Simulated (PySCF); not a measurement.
## Electron correlation in Ge²⁺ (germanium, charge +2)

[Ar] 3d10 4s1 4p1, 4s spin antiparallel (an excited configuration). Computed with PySCF 2.14 in cc-pVQZ-DK, with scalar relativity by spin-free X2C-1e. Frozen: [Ar] 3d10; 2 electrons correlated.

Total MP2 correlation energy: -28.53 mhartree.

Same-spin part 0.00 and opposite-spin part -28.53 mhartree; SCS-MP2 scales them by 1/3 and 6/5 to -34.24 mhartree.
